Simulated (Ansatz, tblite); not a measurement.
Forces on Ti₂F₂ at its r2SCAN-D4/def2-SVP geometry. Charge 0, multiplicity 1.

The xTB rows come from tblite. The restricted singlet is unstable towards broken spin symmetry at other levels; at ωB97M-V/def2-TZVP this wasn't settled. The geometry of the singlet was relaxed on an unsound state (restricted singlet, unstable towards broken spin symmetry at other levels and untested here). At PBE0-D4/def2-TZVP a quintet of charge 0 lies 0.18 eV below the restricted singlet, each at its own geometry. The structure comes from a short search, and lower isomers may exist.

GFN1-xTB (tblite), largest force 27.61 eV/Å:

```xyz
4
positions Å, forces eV/Å
Ti    0.012   -1.009   -0.538   -6.634  -16.227  -21.324
Ti    0.522    0.082    1.015    7.688   14.401   22.267
F     0.802    0.783   -0.814    0.157    1.117   -0.841
F    -1.336    0.144    0.338   -1.211    0.709   -0.101
```

GFN2-xTB (tblite), largest force 27.99 eV/Å:

```
Ti -6.045 -17.533 -20.953
Ti 8.424 13.405 23.079
F 0.622 2.605 -2.040
F -3.002 1.523 -0.086
```

ωB97M-V/def2-TZVP (Ansatz), largest force 0.39 eV/Å:

```
Ti 0.108 -0.243 0.066
Ti 0.136 -0.181 0.149
F 0.115 0.283 -0.235
F -0.358 0.141 0.019
```
